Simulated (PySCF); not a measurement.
PySCF input (HF/def2-TZVPD):

```python
from pyscf import gto, scf, dft

mol = gto.M(
    atom='''
    Sn   -0.18070202   -0.06619543    0.31402801
    F     1.82466234    0.14524483    0.28065493
    F    -0.25944832   -1.35532571   -1.23492295
    F    -0.56131392    1.57783327   -0.79033206
    ''',
    basis='def2-tzvpd',
    ecp='def2-tzvp',
    charge=-1,
    spin=0,
    verbose=4,
)

mf = scf.RHF(mol).density_fit(auxbasis='def2-universal-jkfit')
mf.conv_tol = 1e-9
mf.max_cycle = 100
mf.max_memory = 1500
mf.kernel()
if not mf.converged:
    mf = mf.newton()
    mf.kernel(mf.make_rdm1())
mf.analyze()
```

End of the output:

```
Extra cycle  E= -511.990976812672  delta_E= -2.5e-11  |g|= 2.52e-06  |ddm|= 2.05e-05
converged SCF energy = -511.990976812672
**** SCF Summaries ****
Total Energy =                        -511.990976812671988
Nuclear Repulsion Energy =             198.982169994203588
One-electron Energy =                -1204.313442240015092
Two-electron Energy =                  493.340295433139602
Two-electron Coulomb Energy =          541.087440110806028
DFT Exchange-Correlation Energy =      -47.747144677666427
HOMO-LUMO gap [eV] =                    10.378677619489972
**** MO energy ****
MO #1   energy= -26.0311043465906  occ= 2
MO #2   energy= -26.031104345749   occ= 2
MO #3   energy= -26.031098324217   occ= 2
MO #4   energy= -5.68266395107734  occ= 2
MO #5   energy= -3.87234726903643  occ= 2
MO #6   energy= -3.87234726899364  occ= 2
MO #7   energy= -3.8685689617458   occ= 2
MO #8   energy= -1.3089591437915   occ= 2
MO #9   energy= -1.30895914243621  occ= 2
MO #10  energy= -1.30679132054089  occ= 2
MO #11  energy= -1.13837205304077  occ= 2
MO #12  energy= -1.13837205303272  occ= 2
MO #13  energy= -1.13361176551345  occ= 2
MO #14  energy= -1.1274211922569   occ= 2
MO #15  energy= -1.1274211921229   occ= 2
MO #16  energy= -0.495903737675672 occ= 2
MO #17  energy= -0.415454045744057 occ= 2
MO #18  energy= -0.415454045375905 occ= 2
MO #19  energy= -0.406329882582604 occ= 2
MO #20  energy= -0.394419715259873 occ= 2
MO #21  energy= -0.394419714892925 occ= 2
MO #22  energy= -0.37970529277472  occ= 2
MO #23  energy= -0.379208813691703 occ= 2
MO #24  energy= -0.379208813095147 occ= 2
MO #25  energy= -0.177170723167219 occ= 2
MO #26  energy= 0.204238647596247  occ= 0
MO #27  energy= 0.211192645390338  occ= 0
MO #28  energy= 0.211192645454435  occ= 0
MO #29  energy= 0.229409573515782  occ= 0
MO #30  energy= 0.256858770404747  occ= 0
MO #31  energy= 0.256858770496815  occ= 0
MO #32  energy= 0.269500464165691  occ= 0
MO #33  energy= 0.269500464280938  occ= 0
MO #34  energy= 0.277509111904301  occ= 0
MO #35  energy= 0.340264750810397  occ= 0
MO #36  energy= 0.340264751192407  occ= 0
MO #37  energy= 0.357669753745612  occ= 0
MO #38  energy= 0.373323550049419  occ= 0
MO #39  energy= 0.373323550113506  occ= 0
MO #40  energy= 0.377089005901518  occ= 0
MO #41  energy= 0.383502088933335  occ= 0
MO #42  energy= 0.383502088977864  occ= 0
MO #43  energy= 0.390654669723119  occ= 0
MO #44  energy= 0.464282366732496  occ= 0
MO #45  energy= 0.464282367218935  occ= 0
MO #46  energy= 0.464283790357433  occ= 0
MO #47  energy= 0.543740409693836  occ= 0
MO #48  energy= 0.580033636457536  occ= 0
MO #49  energy= 0.580033636770616  occ= 0
MO #50  energy= 0.607887108996085  occ= 0
MO #51  energy= 0.607887109011383  occ= 0
MO #52  energy= 0.611392130353215  occ= 0
MO #53  energy= 0.672580106349238  occ= 0
MO #54  energy= 0.69862147812232   occ= 0
MO #55  energy= 0.698621478870192  occ= 0
MO #56  energy= 0.731210534144687  occ= 0
MO #57  energy= 0.811335538623456  occ= 0
MO #58  energy= 0.811335539193603  occ= 0
MO #59  energy= 0.861621065821584  occ= 0
MO #60  energy= 0.904393421972868  occ= 0
MO #61  energy= 0.904393422797481  occ= 0
MO #62  energy= 0.933829653682982  occ= 0
MO #63  energy= 0.933829653754508  occ= 0
MO #64  energy= 0.938021161434099  occ= 0
MO #65  energy= 0.973319255334942  occ= 0
MO #66  energy= 0.973319255749116  occ= 0
MO #67  energy= 1.01168859319454   occ= 0
MO #68  energy= 1.01168859325883   occ= 0
MO #69  energy= 1.0176831811402    occ= 0
MO #70  energy= 1.02343622415457   occ= 0
MO #71  energy= 1.13463499445173   occ= 0
MO #72  energy= 1.13463499469168   occ= 0
MO #73  energy= 1.14541724971002   occ= 0
MO #74  energy= 1.18749358622144   occ= 0
MO #75  energy= 1.18749358632907   occ= 0
MO #76  energy= 1.20442044274873   occ= 0
MO #77  energy= 1.26095487153922   occ= 0
MO #78  energy= 1.36082180451636   occ= 0
MO #79  energy= 1.36082180550646   occ= 0
MO #80  energy= 1.36460965415045   occ= 0
MO #81  energy= 1.42913899187176   occ= 0
MO #82  energy= 1.42913899237331   occ= 0
MO #83  energy= 1.47850699486773   occ= 0
MO #84  energy= 1.47850699530365   occ= 0
MO #85  energy= 1.4894296510212    occ= 0
MO #86  energy= 1.49478336272588   occ= 0
MO #87  energy= 1.51570871273803   occ= 0
MO #88  energy= 1.55884882466314   occ= 0
MO #89  energy= 1.55884882565444   occ= 0
MO #90  energy= 1.57773925703419   occ= 0
MO #91  energy= 1.57773925818691   occ= 0
MO #92  energy= 1.6534910323645    occ= 0
MO #93  energy= 1.65349103240716   occ= 0
MO #94  energy= 1.65837708957677   occ= 0
MO #95  energy= 1.74807738382227   occ= 0
MO #96  energy= 2.02010751603741   occ= 0
MO #97  energy= 2.02010751711602   occ= 0
MO #98  energy= 2.74471662379665   occ= 0
MO #99  energy= 2.77159473592028   occ= 0
MO #100 energy= 2.77802444621949   occ= 0
MO #101 energy= 2.77802444737413   occ= 0
MO #102 energy= 2.78605448790753   occ= 0
MO #103 energy= 2.8116526292468    occ= 0
MO #104 energy= 2.8116526301377    occ= 0
MO #105 energy= 2.81504168996249   occ= 0
MO #106 energy= 2.8150416910218    occ= 0
MO #107 energy= 2.83324695452274   occ= 0
[...]
```

It need not be the lowest isomer of its formula. Whether it binds its extra electron was not tested at this geometry.
